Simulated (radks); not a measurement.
Values are calculated unless marked as measured or tabulated.
Ionisation of Eu23+, [Kr] 4d4, to Eu24+, [Kr] 4d3, under several functionals. Scalar-relativistic Kohn-Sham, spin-polarised, spherical densities, finite nucleus; open shells are filled with parallel spins first (spin-orbit coupling, left out, can overturn this in heavy ions); a radial shooting solver on a logarithmic mesh with Libxc functionals.

functional                                      E(Eu23+) (hartree)  Exc (hartree)  IE (eV)  -e(HOMO) (eV)  <r> HOMO (bohr)  IE error (eV)
SOGGA                                                  -10609.7413      -212.1867   755.45         735.95           0.5606           +0.5
BLYP                                                   -10614.7761      -217.2294   755.45         735.93           0.5608           +0.4
revPBE                                                 -10614.2279      -216.6927   755.75         736.26           0.5606           +0.7
TASK exchange with Perdew-Wang LDA correlation         -10613.4029      -214.8611   757.48         738.32           0.5597           +2.5
exchange-only r2SCAN                                   -10612.8840      -214.6416   755.25         736.11           0.5613           +0.3
exchange-only LDA                                      -10601.6469      -204.0563   753.38         733.87           0.5608           -1.6

NIST Atomic Spectra Database: 755 eV (theoretical). Closest: exchange-only r2SCAN. The Delta-SCF values span 4.11 eV, the total energies 13.13 hartree. The highest occupied level is 4d. Open shells are spherical and high-spin; term and fine-structure splittings are not resolved. Spin-orbit splitting is averaged out at the scalar-relativistic level.
